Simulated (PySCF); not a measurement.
Compound: C4H12NSi2 (doublet state).
Geometry (GFN2-xTB, Å), atoms numbered from 1 in this order:
```
atom  x, y, z in Å
Si1    3.4126   -0.0614    0.6051
Si2    1.9910   -1.5881   -0.2990
N3     0.4034   -1.0688    0.1246
C4    -0.1270    0.2326   -0.1963
C5    -1.2571    0.5964    0.7388
C6    -2.2615    1.6341    0.3408
C7    -2.6607    0.1911    0.4026
H8     4.8048   -0.4639    0.8281
H9     3.5056    1.3068    0.0757
H10    2.1178   -1.8417   -1.7572
H11    2.0953   -2.9017    0.3493
H12   -0.3274   -1.7641    0.1320
H13    0.6875    0.9574   -0.0907
H14   -0.4867    0.2838   -1.2371
H15   -0.9682    0.5549    1.7819
H16   -2.6358    2.3060    1.0976
H17   -2.1589    2.0916   -0.6317
H18   -2.8307   -0.3256   -0.5305
H19   -3.3137   -0.1301    1.1998
```

The hyperfine couplings belong to this conformer and change with its torsions.

The species is `C1(CN[SiH2][SiH2])CC1` [radical].

Level of theory: PySCF, UKS B3LYP, pcH-1 on C H N Si, non-relativistic, mean-field spin-orbit, GIAO. Geometry: GFN2-xTB, one conformer, isolated molecule. Couplings are sensitive to structure, and on GFN2-xTB geometries they can be far from those on DFT ones, by a factor of two or more for some ions and for spin on atoms past the first row. The SCF solution wasn't tested for stability.

**Question.** Give the principal g shifts and their parts.

**Answer.** 
| Δg (ppm) | 1 | 2 | 3 |
| --- | --- | --- | --- |
| relativistic mass correction | -119 | -119 | -119 |
| gauge correction | 4 | 25 | 27 |
| orbital Zeeman/spin–orbit | -114 | 2285 | 3454 |
| total | -229 | 2191 | 3362 |

So g = 2.00209, 2.00451, 2.00568 and g_iso = 2.00409; the tensor is rhombic: the two nearest values differ by 33 % of g3 − g1. Axes: g2 points within 11° of the Si1–Si2 bond.

**Question.** At 9.348 GHz, how far is the centre of the isotropic spectrum from where a free electron (g = 2.002319) resonates?

**Answer.** B = hν/(g μB) with μB/h = 13.99624 MHz/mT gives 333.56 mT for the free electron and 333.26 mT at g_iso, 0.30 mT lower.

**Question.** What effective moment and Curie constant follow for a powder?

**Answer.** With the mean of g² = 4.0164 and S(S+1) = 0.75: μ_eff = √(⟨g²⟩S(S+1)) = 1.736 μB and χT = 0.12505·⟨g²⟩·S(S+1) = 0.377 cm³ K/mol (cgs; spin-Hamiltonian part alone).

**Question.** How much does each term add to the isotropic shift?

**Answer.** The orbital-Zeeman/spin–orbit term 1875, the mass correction -119 and the gauge correction 19 ppm, for a total of 1775 ppm. The orbital-Zeeman/spin–orbit term is the largest in size. The mass correction is the same along every axis, so the anisotropy comes from the other two: their spans along these axes are 22 (gauge) and 3569 ppm (orbital Zeeman/spin–orbit).

**Question.** In a frozen sample, at which fields do the three g values resonate at 9.5, 34, 94 and 263 GHz (hyperfine left aside), and which band first spreads them over more than twice a line width of 0.5 mT?

**Answer.** 
```json
{"band": "X", "GHz": "9.5", "B(g3) mT": "338.42", "B(g2) mT": "338.61", "B(g1) mT": "339.02", "spread mT": "0.61"}
{"band": "Q", "GHz": "34.0", "B(g3) mT": "1211.17", "B(g2) mT": "1211.88", "B(g1) mT": "1213.34", "spread mT": "2.17"}
{"band": "W", "GHz": "94.0", "B(g3) mT": "3348.53", "B(g2) mT": "3350.49", "B(g1) mT": "3354.54", "spread mT": "6.01"}
{"band": "J", "GHz": "263.0", "B(g3) mT": "9368.76", "B(g2) mT": "9374.24", "B(g1) mT": "9385.57", "spread mT": "16.80"}
```

The spread grows in proportion to the frequency. Q band is the first where it exceeds 1.0 mT.

The largest Mulliken spin population is on Si1 (+1.00). The angles at Si1 add up to 343.9°, so it is pyramidal.

The HOMO–LUMO gaps are 5.44 eV among the α and 3.54 eV among the β orbitals.
